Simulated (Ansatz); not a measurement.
`[F][GeH2][SiH2]Cl` + CH₃NH₂ → `C[NH][GeH2][F]` + `[SiH3]Cl`  (cleavage of the Ge–Si bond)

Calculated with Ansatz (gas phase, PBE0-D4/def2-TZVP geometries, no zero-point term in ΔE). CCSD(T)/CBS is the MP2 limit (def2-TZVPP, def2-QZVPP) plus CCSD(T) − MP2 in def2-TZVPP, frozen cores. This one scheme is used for every species. Functionals use def2-TZVPP. For Ge outer-core shells are correlated without core-valence functions, which leaves a few kJ/mol of doubt a bond. Scalar relativity is left out up to krypton. Each species was taken in one conformer, which may not be the lowest.

```json
{"level": "BHLYP-D4", "ΔE (kcal/mol)": "-4.5", "difference from CCSD(T)/CBS": "0.6"}
{"level": "CAM-B3LYP-D4", "ΔE (kcal/mol)": "-5.1", "difference from CCSD(T)/CBS": "0.0"}
{"level": "B2PLYP", "ΔE (kcal/mol)": "-5.2", "difference from CCSD(T)/CBS": "-0.1"}
{"level": "BLYP", "ΔE (kcal/mol)": "-2.8", "difference from CCSD(T)/CBS": "2.3"}
{"level": "r2SCAN", "ΔE (kcal/mol)": "-3.3", "difference from CCSD(T)/CBS": "1.8"}
{"level": "r2SCANh", "ΔE (kcal/mol)": "-3.4", "difference from CCSD(T)/CBS": "1.7"}
{"level": "r2SCAN0", "ΔE (kcal/mol)": "-3.6", "difference from CCSD(T)/CBS": "1.5"}
{"level": "HF/def2-SVP", "ΔE (kcal/mol)": "-8.3", "difference from CCSD(T)/CBS": "-3.2"}
{"level": "CCSD(T)/def2-SVP", "ΔE (kcal/mol)": "-8.1", "difference from CCSD(T)/CBS": "-3.0"}
{"level": "MP2/CBS(def2)", "ΔE (kcal/mol)": "-6.5", "difference from CCSD(T)/CBS": "-1.4"}
{"level": "CCSD(T)/CBS", "ΔE (kcal/mol)": "-5.1", "difference from CCSD(T)/CBS": "0"}
```

Largest T1 diagnostic among the species: 0.011.

Leaving LDA and LC-ωPBE aside and taking each functional with its dispersion term where it has one, the values, not all of them listed here, spread over 4.3 kcal/mol, from B2PLYP to PBE-D4. LDA lies −1.7 kcal/mol from PBE without D4. At CCSD(T), def2-SVP lies −3.0 kcal/mol from the extrapolated value and def2-TZVPP −0.7 kcal/mol. From BLYP to BHLYP (50 % exact exchange), in def2-TZVPP and without D4, ΔE moves by −2.3 kcal/mol.
